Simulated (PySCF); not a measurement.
One of the candidates below gave these computed data.

All candidates are C3H8O2Si.

| technique | computed result |
| --- | --- |
| 13C NMR | chemical shifts (computed TMS as zero) by class: 111.4 (1 C), 63.3 (1 C), 55.5 (1 C) ppm [GIAO PBE0/pcSseg-1] |
| Triplet | lowest triplet excitation (Tamm–Dancoff): 6.19 eV [TDA wB97X-D/def2-SVPD] |
| 1H NMR | chemical shifts (computed TMS as zero) by class: 5.21 (1 H), 5.09 (1 H), 4.96 (1 H), 4.75 (1 H), 4.49 (1 H), 3.50 (3 H) ppm [GIAO PBE0/pcSseg-1] |
| Dipole | 0.87 D [wB97X-D/def2-SVPD] |
| UV, strongest line | among the 8 lowest singlet transitions: S2 at 6.96 eV (178 nm, f = 0.067) [TDDFT wB97X-D/def2-SVPD] |
| Rotational structure | rotational constants A, B, C: 5.523, 2.171, 1.774 GHz [GFN2-xTB] |
| UV, first state | lowest singlet excitation: 6.61 eV (187 nm, f = 0.009) [TDDFT wB97X-D/def2-SVPD] |

Gas-phase values; electronic properties from PySCF, density fitting. Levels stand in brackets. Isolated species at its GFN2-xTB geometry (one conformer only). NMR values are class means; diastereotopic atoms form classes of their own.

Question: Which candidate is it?
A. `CC(=O)C[SiH2]O`
B. `COC[SiH2]C=O`
C. `C=C[Si@@H](O)OC`
D. `CO[C@H]1OC[SiH2]1`
E. `C/C=C/O[SiH2]O`

Answer: D. It is `CO[C@H]1OC[SiH2]1`. Numbering: `[CH3:1][O:2][C@H:3]1[O:4][CH2:5][SiH2:6]1`. Its formula, C3H8O2Si, gives 1 degree of unsaturation: 1 ring and 0 π bonds in the structure found. 3 carbons fall into 3 classes; from least to most shielded: sp3 carbon bearing two oxygens [C3] (111.4 ppm), ring sp3 carbon bound to oxygen [C5] (63.3 ppm), methoxy carbon [C1] (55.5 ppm). Hydrogen classes from least to most shielded: 1 H on an SiH2 silicon, Si6 (5.21 ppm), 1 H on an sp3 carbon bearing two oxygens, C3 (5.09 ppm), 1 H on an SiH2 silicon, Si6 (4.96 ppm), 1 H on an sp3 carbon bound to oxygen, C5 (4.75 ppm), 1 H on an sp3 carbon bound to oxygen, C5 (4.49 ppm), 3 H on a methoxy carbon, C1 (3.50 ppm, a mean of values up to 1.2 ppm apart in this geometry). The optimised geometry has point group C1 and is an asymmetric top.

The others, at the same levels:
- `C=C[Si@@H](O)OC` fails: its computed 13C shifts are 149.3 (1 C), 140.9 (1 C), 52.2 (1 C) ppm, 1H shifts are 6.60 (1 H), 6.37 (1 H), 5.82 (1 H), 5.16 (1 H), 3.98 (3 H), 1.50 (1 H) ppm and smallest rotational constant is 1.445 GHz (against 1.774 GHz).
- `CC(=O)C[SiH2]O` fails: its computed 13C shifts are 216.6 (1 C), 36.6 (1 C), 35.0 (1 C) ppm, 1H shifts are 5.00 (2 H), 3.23 (1 H), 2.32 (3 H), 2.28 (2 H) ppm and rotational constant A is 4.913 GHz (against 5.523 GHz).
- `C/C=C/O[SiH2]O` fails: its computed 13C shifts are 142.3 (1 C), 114.4 (1 C), 15.8 (1 C) ppm, 1H shifts are 6.50 (1 H), 5.50 (1 H), 5.09 (2 H), 1.73 (3 H), 0.86 (1 H) ppm and rotational constant A is 14.018 GHz (against 5.523 GHz).
- `COC[SiH2]C=O` fails: its computed 13C shifts are 247.0 (1 C), 65.5 (1 C), 62.2 (1 C) ppm, 1H shifts are 12.38 (1 H), 4.43 (2 H), 3.48 (2 H), 3.47 (3 H) ppm and rotational constant A is 7.103 GHz (against 5.523 GHz).

Each candidate is one conformer, not necessarily the lowest. Dipoles, sizes and rotational constants follow the conformer. The torsions of the flexible species, by atom-mapped SMILES:
- `[CH3:1][O:2][C@H:3]1[O:4][CH2:5][SiH2:6]1`: C1–O2–C3–O4 64°
- `[CH2:1]=[CH:2][Si@@H:3]([OH:4])[O:5][CH3:6]`: C1–C2–Si3–O4 68°, C2–Si3–O5–C6 -171°, H–O4–Si3–C2 -57°
- `[CH3:1][C:2](=[O:3])[CH2:4][SiH2:5][OH:6]`: C1–C2–C4–Si5 -109°, C2–C4–Si5–O6 -46°, H–O6–Si5–C4 15°
- `[CH3:1]/[CH:2]=[CH:3]/[O:4][SiH2:5][OH:6]`: C2–C3–O4–Si5 171°, C3–O4–Si5–O6 174°, H–O6–Si5–O4 179°
- `[CH3:1][O:2][CH2:3][SiH2:4][CH:5]=[O:6]`: C1–O2–C3–Si4 180°, O2–C3–Si4–C5 180°, C3–Si4–C5–O6 0°
